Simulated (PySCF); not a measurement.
Cl3HOSi. Atoms are numbered in the order given.

```xyz
6

O      0.1069    -1.9015     0.0000
Si     0.0159    -0.2699     0.0000
Cl    -0.9726     0.4182    -1.6513
Cl     1.9239     0.4218     0.0000
Cl    -0.9726     0.4182     1.6513
H     -0.7168    -2.4001     0.0000
```
Charge 0, spin multiplicity 1.

The structure is a stationary point at PBE0-D3(BJ)/def2-SVP. The values are those of a single conformer.

All values below come from PySCF with PBE/pcSseg-1.

GIAO shieldings, no solvent; atoms listed in one row are averaged. δ = σ(ref) − σ: ¹⁷O against H2O (σ = 334.3 ppm); ²⁹Si against TMS (σ = 335.4 ppm); ³⁵Cl against HCl (σ = 936.5 ppm); ¹H against TMS (σ = 31.49 ppm), references at their B3LYP-D3(BJ)/def2-TZVP geometries, non-relativistic (without spin–orbit terms, shifts of atoms bonded to Cl or Br come out too high).

```csv
nucleus,atoms,count,δ (ppm)
¹⁷O,O1,1,116.8
²⁹Si,Si2,1,-6.6
³⁵Cl,"Cl3, Cl5",2,183.5
³⁵Cl,Cl4,1,149.6
¹H,H6,1,3.06
```
